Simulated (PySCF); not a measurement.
Gas-phase reaction: 2 SbH₃ + 3 F₂ = 2 SbF₃ + 6 H

Method: PySCF energies (xtb for GFN2) plus ideal-gas RRHO corrections (1 bar). † marks an energy on the PBE0/def2-TZVP geometry and frequencies; other levels use their own. MP2 and CCSD(T) freeze the core. Open shells (unrestricted): H (multiplicity 2); the rest are closed-shell singlets. GFN2 has no spin-polarisation term. Sb: scalar-relativistic def2 core potential, no spin-orbit coupling. MP2 isn't extrapolated to the basis-set limit; its ΔH°(298 K) is -676.9 kJ in def2-SVP and -753.8 kJ in def2-TZVPP. CCSD(T) isn't extrapolated to the basis-set limit; its ΔH°(298 K) is -480.7 kJ in def2-SVP and -566.9 kJ in def2-TZVPP. The harmonic model lacks anharmonicity and excited electronic states, which grow with temperature; levels with a mode under 35 cm⁻¹ are left out.

```tsv
level	ΔE electronic, kJ	ΔH°(298 K), kJ	ΔS°(298 K), J/K	ΔG°(1400 K), kJ
BLYP/def2-TZVP†	-495	-564	223	-950
CCSD(T)/def2-SVP†	-412	-481	223	-867
CCSD(T)/def2-TZVPP†	-498	-567	223	-953
GFN2-xTB	-187	-244	250	-667
HF/def2-TZVP†	-933	-1001	223	-1388
MP2/def2-SVP†	-608	-677	223	-1063
MP2/def2-TZVPP†	-685	-754	223	-1140
PBE/def2-TZVP†	-525	-594	223	-980
PBE0/def2-QZVP†	-595	-664	223	-1050
```
ΔH° is lowest at HF/def2-TZVP† and highest at GFN2-xTB. No reference value is set beside these.
